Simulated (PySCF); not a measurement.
NTi, SMILES [Ti]#[N] (connectivity only; charge and spin as stated), neutral, multiplicity 2.

Geometry: B3LYP-D3(BJ)/def2-TZVPD. The multiplicity is an assumed one; other spin states were not compared.

Level of theory: PySCF with B3LYP-D3(BJ)/def2-TZVPD.

Frequencies are harmonic and unscaled.

```csv
mode,ν (cm⁻¹),IR (km/mol),moving atoms (share of kinetic energy)
1,1146,170.5,"N 77 %, Ti 23 %"
```
